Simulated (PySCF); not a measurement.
How methods differ on the ionisation energy of Sr²¹⁺

Sr²¹⁺ [Ne] 3s2 3p5 (2P) → Sr²²⁺ [Ne] 3s2 3p4 (3P), as a difference of total energies. All numbers are calculated (PySCF 2.14, the non-relativistic Hamiltonian (point nucleus), in an even-tempered Gaussian basis (17 s from 2.1 bohr⁻², ratio 2.5; 11 p from 2.7 bohr⁻², ratio 2.5; 5 d from 14 bohr⁻², ratio 2.7; 4 f from 21 bohr⁻², ratio 2.7)). Correlated levels: outer shells: 1s2 frozen; virtual orbitals above 40 to 60 times the deepest correlated orbital energy dropped. The calculations carry no spin-orbit coupling.

| method | ionisation energy (eV) |
| --- | --- |
| UHF | 979.35 |
| LDA | 981.49 |
| PBE | 981.44 |
| PBE0 | 981.41 |
| r2SCAN | 981.58 |
| M06-2X | 981.53 |
| TPSS | 981.46 |
| MP2 (outer shells) | 980.34 |
| SCS-MP2 (outer shells) | 980.26 |

Q: How much does correlation contribute at MP2 (outer shells)?

A: 980.34 − (979.35) = 0.99 eV, measured against UHF.

Spin-orbit coupling is strong in these open shells (close to jj coupling). The scalar numbers leave it out and a first-order estimate fails, so it can dominate the gap to the real levels.

All relativistic terms are absent from these numbers, so their closeness to the reference says little about the methods.

For comparison: 982.1 ± 1.1 eV (semi-empirical (NIST evaluation); NIST Atomic Spectra Database, ionization energies).
